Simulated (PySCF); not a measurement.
# Static response to an electric field

Compound: CH10OSSi4.
Numbering: `[CH3:1][Si@@H:2]1[S:3][SiH2:4][Si@H:5]1[O:6][SiH3:7]` (hydrogens: H8, H9, H10 on C1; H11 on Si2; H12, H13 on Si4; H14 on Si5; H15, H16, H17 on Si7)

Geometry (GFN2-xTB, Å), atoms numbered from 1 in this order:
```
atom  x, y, z in Å
C1    -2.326    1.644    1.325
Si2   -1.259    0.831   -0.019
S3    -2.327   -0.927   -0.815
Si4   -0.641   -2.265   -0.461
Si5    0.499   -0.561    0.652
O6     1.966   -0.199    0.051
Si7    3.143    0.217   -0.983
H8    -3.321    1.863    0.951
H9    -1.884    2.575    1.667
H10   -2.440    0.991    2.187
H11   -1.156    1.769   -1.147
H12   -0.218   -2.770   -1.768
H13   -1.175   -3.408    0.278
H14    0.801   -0.712    2.083
H15    2.645   -0.005   -2.338
H16    4.262   -0.659   -0.649
H17    3.423    1.627   -0.724
```

Level: CAM-B3LYP/def2-SVPD (PySCF), static field, nuclei fixed, core orbitals frozen in the response. The polarisability tensor in these axes (au):

```
x   151.13  -4.14   1.07
y    -4.14 148.33   9.67
z     1.07   9.67 123.24
```

**Question.** Give the principal values, the mean and the anisotropy Δα = √{½[(α1 − α2)² + (α2 − α3)² + (α1 − α3)²]}.

**Answer.** Principal values 119.77, 147.90 and 155.03 au; mean 140.90 au = 20.88 Å³ = 23.23 × 10⁻⁴⁰ C²·m²/J; Δα = 32.29 au (23 % of the mean).

**Question.** What is the dipole moment, and where does it point?

**Answer.** (1.82, 0.98, 0.98) D, 2.29 D in size, pointing from the negative to the positive side. Measured along this direction, the outermost atoms are S3 at the negative end and H17 at the positive end.

**Question.** Give the eigenvalues of the traceless quadrupole moment Θ = ½Σq(3rr − r²1), origin at the centre of nuclear charge.

**Answer.** -9.31, 1.39, 7.92 D·Å. The values depend on the origin, since the dipole doesn't vanish. The electronic extent ⟨r²⟩ about the same centre is 2288 bohr², a root-mean-square distance of 2.58 Å for the 96 electrons.

**Question.** Sum over states: ᾱ = Σ f/ω², ω in Eh. What share falls to these 8 lowest TDDFT singlets (eV, f)? 4.95, 0.0062; 5.14, 0.0127; 5.37, 0.0068; 5.49, 0.0123; 5.72, 0.0019; 5.90, 0.0897; 6.16, 0.0362; 6.38, 0.0003.

**Answer.** They add up to 3.69 au, 2.6 % of the 140.90 au; the largest single term is 1.91 au, from the state at 5.90 eV. Terms in order: 0.19, 0.36, 0.18, 0.30, 0.04, 1.91, 0.71, 0.01 au. Higher excitations give the rest. The strengths listed sum to 0.166.

**Question.** Molar refractivity from α?

**Answer.** Lorentz–Lorenz: R = (4π/3)N_A α = 2.5225 cm³/(mol·Å³) × 20.88 Å³ = 52.7 cm³/mol, in the limit of long wavelengths.

The structure is a single GFN2-xTB conformer in the gas phase; no vibrational or solvent corrections.

The run behind these numbers computed excited states as well. Time: 61 s of wall time (with the writing of density and orbital grids); peak memory 1.1 GiB. Hardware: one thread of an Arm Neoverse V2, shared host with 32 logical CPUs at a one-minute load of 11.
